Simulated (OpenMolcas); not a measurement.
# W+: thermal populations, worked from levels

| Item | Value |
| --- | --- |
| Program | OpenMolcas |
| Basis | ANO-RCC-VDZP [7s6p4d2f1g] |
| Scalar Hamiltonian | DKH2, point nucleus |
| Active space | 5 electrons in 6 orbitals (5d 6s) |
| State averaging | 2S+1 = 6 even, 6 roots; 2S+1 = 4 even, 84 roots (81 in the spin-orbit step); 2S+1 = 2 even, 150 roots (113 in the spin-orbit step) |
| Spin-orbit coupling | RASSI with atomic mean-field integrals over the reference wave functions, term energies averaged over their components |

Methods: CASSCF; MS-CASPT2, IPEA 0.25 Eh, imaginary shift 0.1 Eh (closed shells correlated: 5s 5p). Measured levels: NIST Handbook of Basic Atomic Spectroscopic Data.

**Thermal populations.** Z = Σ (2J + 1) exp(-E/kT) with k = 0.695035 cm-1/K, over the levels below. No other level of either list lies under 8660 cm-1, which is above 7 kT at each temperature.

| Level | 2J + 1 | MS-CASPT2 | measured |
| --- | --- | --- | --- |
| 5d4 6s 6D 1/2 | 2 | 0.0 | 0.0 |
| 5d4 6s 6D 3/2 | 4 | 1615 | 1519 |
| 5d4 6s 6D 5/2 | 6 | 3400 | 3172 |
| 5d4 6s 6D 7/2 | 8 | 5010 | 4716 |
| 5d4 6s 6D 9/2 | 10 | 6440 | 6147 |
| 5d5 6S 5/2 | 6 | 7840 | 7420 |

| T (K) | Z, MS-CASPT2 | Z, measured levels | Ground level (%), MS-CASPT2 | Ground level (%), measured levels |
| --- | --- | --- | --- | --- |
| 1000 | 2.444 | 2.523 | 81.8 | 79.3 |

At 1000 K, kT = 695 cm-1, and the computed levels give Z = 2.000 + 0.392 + 0.045 + 0.006 + 0.001 + 0.000 = 2.444.

Some high roots are left out of the spin-orbit mixing, which shifts the levels that they would mix with. Configurations are named by rounded mean occupations; where the s occupation lies near a half they are strongly mixed, a name can repeat and a true partner stay unpaired. A single d shell beside an s shell can misplace configurations of different d count against each other. Without dynamic correlation excited terms often stand tens of per cent too high (terms of higher spin than the ground term too low), and those without a measured partner can miss by more than the paired ones (holds for CASSCF). Blocks of more than 70 roots (2S+1 = 4 even, 2 even) ran without multistate coupling (holds for MS-CASPT2). Measured partners are found by configuration, term and J. A level has none where our copy of the source lacks it or the pairing is in doubt (some pairs that miss far off the trend of their configuration count as doubtful), and it then counts in no deviation. Levels of configurations outside the active space are missing.
